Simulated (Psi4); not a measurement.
F4Zr, charge +1, doublet, at a GFN2-xTB geometry (such geometries of metal compounds can be far from the true shape) (the multiplicity is a formal guess) (core potentials on Zr); Psi4 1.11 with BLYP/def2-SVP.

The Psi4 input:
```
memory 2 GB

molecule {
1 2
Zr    0.00000000   -0.00000000    0.00000000
F     1.19625354    0.87726079   -1.14149566
F     0.94458360   -1.17292463    1.11158940
F    -1.23870792   -0.96627039   -1.01761760
F    -0.90212922    1.26193423    1.04752386
}

set {
  basis def2-svp
  reference uks
}

energy('blyp')
print_variables()
```

What does Psi4 print? Leave out banner, timings and long lists.


```
   => Loading Basis Set <=

    Name: DEF2-SVP
    Role: ORBITAL
    Keyword: BASIS

    !!!  WARNING: ECP capability is in beta. Please check occupations closely.  !!!

         ---------------------------------------------------------
                                   SCF
               by Justin Turney, Rob Parrish, Andy Simmonett
                          and Daniel G. A. Smith
                              UKS Reference
         ---------------------------------------------------------

  ==> Geometry <==

    Molecular point group: c2v
    Full point group: Td

    Geometry (in Angstrom), charge = 1, multiplicity = 2:

       Center              X                  Y                   Z               Mass
    ------------   -----------------  -----------------  -----------------  -----------------
         ZR           0.000000000000     0.000000000000    -0.000000000000    89.904697700000
         F           -0.000000000000     1.528315275217     1.080682093449    18.998403162730
         F            1.528315272208     0.000000000000    -1.080682093449    18.998403162730
         F           -1.528315272208    -0.000000000000    -1.080682093449    18.998403162730
         F            0.000000000000    -1.528315275217     1.080682093449    18.998403162730

  Running in c2v symmetry.

  Rotational constants: A =      0.09497  B =      0.09497  C =      0.09497 [cm^-1]
  Rotational constants: A =   2847.17527  B =   2847.17526  C =   2847.17526 [MHz]
  Nuclear repulsion =  206.269547391273591

  Charge       = 1
  Multiplicity = 2
  Electrons    = 47
  Nalpha       = 24
  Nbeta        = 23

  ==> Algorithm <==

  SCF Algorithm Type is DF.
  DIIS enabled.
  MOM disabled.
  Fractional occupation disabled.
  Guess Type is SAD.
  Energy threshold   = 1.00e-06
  Density threshold  = 1.00e-06
  Integral threshold = 1.00e-12

  ==> Primary Basis <==

  Basis Set: DEF2-SVP
    Blend: DEF2-SVP
    Number of shells: 35
    Number of basis functions: 87
    Number of Cartesian functions: 96
    Spherical Harmonics?: true
    Max angular momentum: 3

  Core potential: DEF2-SVP
    Number of shells: 4
    Number of ECP primitives: 14
    Number of ECP core electrons: 28
    Max angular momentum: 3

  ==> DFT Potential <==

   => LibXC <=

    Version 7.1.2
    S. Lehtola, C. Steigemann, M. J. T. Oliveira, and M. A. L. Marques,  SoftwareX 7, 1–5 (2018) (10.1016/j.softx.2017.11.002)

   => Composite Functional: BLYP <=

[...]
    Occupation by irrep:
             A1    A2    B1    B2
    DOCC [    10,    2,    6,    5 ]
    SOCC [     0,    0,    0,    1 ]
    NA   [    10,    2,    6,    6 ]
    NB   [    10,    2,    6,    5 ]

   @DF-UKS iter  94:  -445.83304836612501   -4.57007e-02   8.06290e-03 ADIIS/DIIS
   @DF-UKS iter  95:  -445.76918882508426    6.38595e-02   1.15237e-02 ADIIS/DIIS
   @DF-UKS iter  96:  -445.78923207562997   -2.00433e-02   1.05481e-02 ADIIS/DIIS
   @DF-UKS iter  97:  -445.77870331032983    1.05288e-02   1.10758e-02 ADIIS/DIIS
   @DF-UKS iter  98:  -445.83205857934422   -5.33553e-02   8.10274e-03 ADIIS/DIIS
    Occupation by irrep:
             A1    A2    B1    B2
    DOCC [    10,    2,    5,    6 ]
    SOCC [     0,    0,    1,    0 ]
    NA   [    10,    2,    6,    6 ]
    NB   [    10,    2,    5,    6 ]

   @DF-UKS iter  99:  -445.82446335842718    7.59522e-03   8.59638e-03 ADIIS/DIIS
   @DF-UKS iter 100:  -445.84090864856699   -1.64453e-02   7.51851e-03 ADIIS/DIIS

PsiException: Could not converge SCF iterations in 100 iterations.

  Failed to converge.

Traceback (most recent call last):
  File "psi4", line 375, in <module>
  File "<string>", line 26, in <module>
  File "site-packages/psi4/driver/driver.py", line 533, in energy
  File "site-packages/psi4/driver/procrouting/proc.py", line 2760, in run_scf
  File "site-packages/psi4/driver/procrouting/proc.py", line 2047, in scf_helper
  File "site-packages/psi4/driver/procrouting/scf_proc/scf_iterator.py", line 93, in scf_compute_energy
  File "site-packages/psi4/driver/procrouting/scf_proc/scf_iterator.py", line 86, in scf_compute_energy
  File "site-packages/psi4/driver/procrouting/scf_proc/scf_iterator.py", line 609, in scf_iterate

psi4.driver.p4util.exceptions.SCFConvergenceError: Could not converge SCF iterations in 100 iterations.

Printing out the relevant lines from the Psithon --> Python processed input file:
    F    -0.90212922    1.26193423    1.04752386
    """)
    core.IO.set_default_namespace("")
    core.set_global_option("BASIS", "def2-svp")
    core.set_global_option("REFERENCE", "uks")
--> energy('blyp')
    print_variables()

!-------------------------------------------------------!
!                                                       !
!  Could not converge SCF iterations in 100 iterations. !
!                                                       !
!-------------------------------------------------------!
```

Convergence was not reached.
